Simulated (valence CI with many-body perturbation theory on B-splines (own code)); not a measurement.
## Level structure of Re LII

Computed by valence CI with perturbative core correlation (CI+MBPT): six valence electrons over a frozen Dirac-Fock core [Ar], a basis of 7 s, 7 p, 8 d, 6 f, 4 g, 1 h functions for each j, with the one-electron correlation potential Σ1 (screened to all orders), the two-electron term Σ2, the three-electron term Σ3, Breit, model QED; selected single and double excitations, second order for the rest, scaled by the run's own slope (own B-spline code, finite nucleus).

The last digits are not significant, and no measured levels were compared; by estimate large intervals hold to a few tenths of a per cent, small ones and those within an open d or f shell to about a per cent. Core correlation moves these levels by up to 16000 cm⁻¹, and in measured spectra 5 to 20 % of such shifts remained as error; rates that hang on mixing are uncertain with them. Among the levels kept, up to 1100 cm⁻¹ of a level comes from second order outside the variational space, and about a tenth of that is noise between levels of different J, which matters for small intervals. The list stops below the first excitations out of the core. Only levels of the ground parity were solved; by the run's estimate the other parity begins above the list, which can be wrong where configurations are misplaced.

Levels 1 to 33 of 33, with energies above the lowest level, (3d3/2^4 3d5/2^2) J=4. "Leading %" is the weight of the configuration and term that name the level; weights of strongly mixed levels are sums over their largest components and can fall short, so below about 35 % the name and the second component can differ from the true leading terms, or belong to a minority configuration. In the jj column 3d3/2^4 stands for four electrons in 3d with j = 3/2. Lifetimes count E1, E2, E3, M1 and M2 decay at the calculated energies, and are blank where another channel may lead or the interval is too uncertain; long ones can be off by a factor of two.

```csv
No.,Configuration,Term,J,E (eV),Leading %,Lifetime,Second component,Leading jj
1,3d6,3F,4,0.00,41,,30 % 3d6 5D,3d3/2^4 3d5/2^2 (98 %)
2,3d6,3P,2,7.90,39,46.9 s,21 % 3d6 3D,3d3/2^4 3d5/2^2 (98 %)
3,3d6,3P,0,26.39,54,186 ms,31 % 3d6 1S,3d3/2^4 3d5/2^2 (93 %)
4,3d6,5D,3,67.52,61,239 ns,25 % 3d6 3F,3d3/2^3 3d5/2^3 (98 %)
5,3d6,5D,4,68.84,45,268 ns,23 % 3d6 3H,3d3/2^3 3d5/2^3 (98 %)
6,3d6,5D,1,72.52,46,215 ns,32 % 3d6 3P,3d3/2^3 3d5/2^3 (98 %)
7,3d6,3H,6,76.71,66,21.6 ms,34 % 3d6 1I,3d3/2^3 3d5/2^3 (100 %)
8,3d6,3G,5,76.82,61,1.23 μs,39 % 3d6 3H,3d3/2^3 3d5/2^3 (100 %)
9,3d6,3F,2,83.89,47,403 ns,22 % 3d6 3P,3d3/2^3 3d5/2^3 (97 %)
10,3d6,3D,3,85.37,32,619 ns,26 % 3d6 3G,3d3/2^3 3d5/2^3 (99 %)
11,3d6,3P,0,94.70,66,,29 % 3d6 1S,3d3/2^3 3d5/2^3 (91 %)
12,3d6,1G,4,99.32,44,12.4 μs,27 % 3d6 3G,3d3/2^3 3d5/2^3 (97 %)
13,3d6,3D,2,100.21,32,2.15 μs,22 % 3d6 3P,3d3/2^3 3d5/2^3 (93 %)
14,3d6,3P,1,100.24,66,533 ns,28 % 3d6 3D,3d3/2^3 3d5/2^3 (98 %)
15,3d6,3F,3,101.94,56,902 ns,38 % 3d6 1F,3d3/2^3 3d5/2^3 (100 %)
16,3d6,5D,2,140.72,64,111 ns,25 % 3d6 3P,3d3/2^2 3d5/2^4 (98 %)
17,3d6,5D,0,143.81,64,100 ns,35 % 3d6 1S,3d3/2^2 3d5/2^4 (98 %)
18,3d6,3H,4,146.76,42,139 ns,36 % 3d6 3F,3d3/2^2 3d5/2^4 (99 %)
19,3d6,5D,3,150.14,32,149 ns,22 % 3d6 3D,3d3/2^2 3d5/2^4 (96 %)
20,3d6,3H,5,150.97,61,243 ns,39 % 3d6 3G,3d3/2^2 3d5/2^4 (100 %)
21,3d6,1I,6,154.24,66,412 ns,34 % 3d6 3H,3d3/2^2 3d5/2^4 (100 %)
22,3d6,3F,3,157.94,42,218 ns,40 % 3d6 3G,3d3/2^2 3d5/2^4 (99 %)
23,3d6,3D,1,160.40,50,178 ns,42 % 3d6 3P,3d3/2^2 3d5/2^4 (97 %)
24,3d6,1G,4,162.26,51,288 ns,32 % 3d6 3G,3d3/2^2 3d5/2^4 (97 %)
25,3d6,3F,2,163.72,35,247 ns,32 % 3d6 3P,3d3/2^2 3d5/2^4 (97 %)
26,3d6,3F,2,175.57,67,160 ns,19 % 3d6 3P,3d3/2^2 3d5/2^4 (98 %)
27,3d6,3F,4,180.27,62,253 ns,32 % 3d6 1G,3d3/2^2 3d5/2^4 (98 %)
28,3d6,1D,2,198.23,78,271 ns,9 % 3d6 3P,3d3/2^2 3d5/2^4 (97 %)
29,3d6,1S,0,216.24,80,193 ns,19 % 3d6 3P,3d3/2^2 3d5/2^4 (95 %)
30,3d6,3P,1,220.56,60,67.4 ns,40 % 3d6 5D,3d3/2 3d5/2^5 (99 %)
31,3d6,1G,4,232.99,37,99.7 ns,23 % 3d6 3F,3d3/2 3d5/2^5 (98 %)
32,3d6,3P,2,239.24,32,104 ns,26 % 3d6 1D,3d3/2 3d5/2^5 (97 %)
33,3d6,3F,3,241.43,38,110 ns,25 % 3d6 1F,3d3/2 3d5/2^5 (98 %)
```

The ionisation energy to 3d5 2D_5/2 of the next ion comes out as 4744.6 eV (NIST: 4745 ± 4 eV (theoretical)). All 33 levels together are meant to be complete up to 260.89 eV.
